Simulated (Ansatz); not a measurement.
One geometry of AlB2H6N, several functionals.

```yaml
crystal:
  periodic: [false, false, false]
  atoms:
    - {symbol: B, position_ang: [-1.063882, 0.269381, -1.421753]}
    - {symbol: B, position_ang: [0.316257, -0.190491, -1.560456]}
    - {symbol: Al, position_ang: [-0.440582, -0.416594, 0.606882]}
    - {symbol: N, position_ang: [0.907720, -0.006587, 1.672088]}
    - {symbol: H, position_ang: [-2.161267, 0.699894, -1.363102]}
    - {symbol: H, position_ang: [-0.030081, 1.102676, -1.599825]}
    - {symbol: H, position_ang: [1.466622, -0.449412, -1.592558]}
    - {symbol: H, position_ang: [-1.610677, -1.286841, 1.220729]}
    - {symbol: H, position_ang: [1.719672, 0.526885, 1.407245]}
    - {symbol: H, position_ang: [0.979322, -0.299912, 2.633648]}
basis:
  gaussian: {orbitals: def2-TZVPP}
hamiltonian: {xc: {name: BHLYP}, dispersion: d4}
output: {orbitals: {seedname: orbitals}}
```

```sh
$ ansatz run in.yaml --threads 2 --pin off --events-out ev --progress --plain --max-ram 4352MiB
```

It prints (some lines left out):

```
Functional definition: BHLYP
1246 factors; their error is unknown
mean field evaluation 1: about -9528.8457 eV, gradient 5.9e1 eV
mean field evaluation 2: about -9527.0603 eV, gradient 6.4e1 eV
mean field evaluation 4: about -9536.3380 eV, gradient 2.3e0 eV
mean field evaluation 8: about -9536.3536 eV, gradient 1.4e-1 eV
mean field evaluation 16: about -9536.3898 eV, gradient 1.2e-4 eV
mean field -9536.38983347 eV, -350.4558623827 hartree, gradient 3.1e-5 eV, S^2 0.000000; 0 other end points of the search recorded, 0 dependent functions left out
reference -9536.39002950 eV, -350.4558695868 hartree; 18, 18 occupied and 201, 201 virtual orbitals, 1246 factors
Total energy: -9536.61400444 eV, -350.4641005142 hartree
```

Run time 3.3 s (2 threads of an Arm Neoverse V2 on a shared host); peak host memory 0.42 GiB.

Changing it to `hamiltonian: {xc: pbe, dispersion: d4}` and forces (abridged; 2.9 s):

```
Functional definition: PBE
mean field evaluation 16: about -9530.0182 eV, gradient 7.6e-3 eV
mean field -9530.01815071 eV, -350.2217073602 hartree, gradient 2.0e-5 eV, S^2 0.000000
Total energy: -9530.19057512 eV, -350.2280438405 hartree
Atom 0 force    -0.236174     0.037381     0.034028 eV/Å
Atom 1 force     0.214393    -0.144596    -0.027134 eV/Å
Atom 2 force    -0.193493    -0.018529    -0.217642 eV/Å
Atom 3 force    -0.092692    -0.014709    -0.065850 eV/Å
Atom 4 force    -0.109438     0.051654    -0.000776 eV/Å
Atom 5 force     0.023095     0.082477    -0.023101 eV/Å
Atom 6 force     0.121057    -0.015341    -0.010715 eV/Å
Atom 7 force    -0.066191    -0.063898     0.046827 eV/Å
Atom 8 force     0.289789     0.182062    -0.074882 eV/Å
Atom 9 force     0.049653    -0.096499     0.339244 eV/Å
Dipole moment:     0.284032     0.191280     0.258916 e Å
```

Changing it to `hamiltonian: {xc: {name: revPBE}, dispersion: d4}` (abridged; 2.3 s):

```
Functional definition: revPBE
mean field evaluation 16: about -9535.8313 eV, gradient 4.1e-4 eV
mean field -9535.83134152 eV, -350.4353381823 hartree, gradient 3.1e-5 eV, S^2 0.000000
Total energy: -9536.32447246 eV, -350.4534604101 hartree
```

With the line `hamiltonian: {xc: lda}` (abridged; 1.4 s):

```
Functional definition: SPW92
mean field evaluation 16: about -9480.6529 eV, gradient 3.6e-4 eV
mean field -9480.65293338 eV, -348.4075690844 hartree, gradient 2.7e-5 eV, S^2 0.000000
Total energy: -9480.65298038 eV, -348.4075708117 hartree
```

With the line `hamiltonian: {xc: r2scan, dispersion: d4}` and forces (abridged; 6 s):

```
Functional definition: r2SCAN
mean field evaluation 16: about -9535.5680 eV, gradient 7.9e-3 eV
mean field -9535.56796542 eV, -350.4256592890 hartree, gradient 4.7e-5 eV, S^2 0.000000
Total energy: -9535.60960031 eV, -350.4271893431 hartree
Atom 0 force    -0.094307     0.042078     0.031659 eV/Å
Atom 1 force     0.100236    -0.036986    -0.026035 eV/Å
Atom 2 force    -0.075577    -0.013374    -0.038126 eV/Å
Atom 3 force    -0.043222    -0.014623    -0.023035 eV/Å
Atom 4 force     0.053273    -0.017601    -0.003133 eV/Å
Atom 5 force     0.001102    -0.011204    -0.007876 eV/Å
Atom 6 force    -0.049567     0.022648     0.012152 eV/Å
Atom 7 force     0.030642     0.010574    -0.003762 eV/Å
Atom 8 force     0.031683     0.003741     0.033380 eV/Å
Atom 9 force     0.045735     0.014747     0.024775 eV/Å
Dipole moment:     0.283631     0.192365     0.249024 e Å
```

The same input with `hamiltonian: {xc: {name: r2SCANh}, dispersion: d4}` (abridged; 5.5 s):

```
Functional definition: r2SCANh
mean field evaluation 16: about -9535.3947 eV, gradient 1.0e-4 eV
mean field -9535.39467201 eV, -350.4192908738 hartree, gradient 4.0e-5 eV, S^2 0.000000
Total energy: -9535.43928964 eV, -350.4209305414 hartree
```
